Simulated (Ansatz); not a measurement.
`N[SiH2][TeH]` + NH₃ → `N[SiH2]N` + H₂Te at 298.15 K and 1 bar (ligand exchange at the Si–Te bond).

Calculated with Ansatz (gas phase, PBE0-D4/def2-TZVP geometries, no zero-point term in ΔE). CCSD(T)/CBS adds triple-zeta CCSD(T) − MP2 to the extrapolated MP2 energy (def2 sets, frozen cores). This one scheme is used for every species. Elements past krypton have def2 core potentials. For Te outer-core shells are correlated without core-valence functions, which leaves a few kJ/mol of doubt a bond. One conformer a species, not always the lowest.

| species | CCSD(T)/CBS energy (Eh) | H − E (kJ/mol) | S (J/(mol·K)) |
| --- | --- | --- | --- |
| `N[SiH2][TeH]` | -614.55865 | 150.4 | 332.3 |
| NH₃ | -56.50880 | 100.5 | 192.4 |
| `N[SiH2]N` | -402.15462 | 198.8 | 289.7 |
| H₂Te | -268.91024 | 41.3 | 228.4 |

H − E and S are ideal-gas, rigid-rotor, harmonic terms from PBE0-D4/def2-TZVP, for one conformer and one mirror image of each species. 1 Eh = 2625.50 kJ/mol, R = 8.31446 J/(mol·K).

Question: By hand: ΔE, ΔH, ΔS and ΔG.

Answer: ΔE = (-402.15462) + (-268.91024) − (-614.55865) − (-56.50880) = 0.00259 Eh = 6.8 kJ/mol. Δ(H − E) = 198.8 + 41.3 − 150.4 − 100.5 = -10.8, so ΔH = -4.0 kJ/mol. ΔS = 289.7 + 228.4 − 332.3 − 192.4 = -6.6 J/(mol·K). ΔG = -4.0 − 298.15 × (-6.6)/1000 = -2.0 kJ/mol.

Question: By hand: the equilibrium constant, and the temperature at which ΔG would vanish if ΔH and ΔS stayed fixed.

Answer: log₁₀ K = −ΔG/(RT ln 10) = 0.4. ΔG = 0 at ΔH/ΔS = 606 K, though so small a ΔH makes that figure unsure.

TΔS isn't small against ΔH here. The sign of ΔG lies within the doubt. A doubt of 5 kJ/mol in ΔE shifts log₁₀ K by 0.9 here. Other conformers and mirror images would add mixing entropy, several J/(mol·K) or more a flexible species. These are equilibria of isolated gas molecules and say nothing of rates. Largest T1 diagnostic: 0.011 (customary marks: 0.02 for closed shells, 0.045 for open ones).
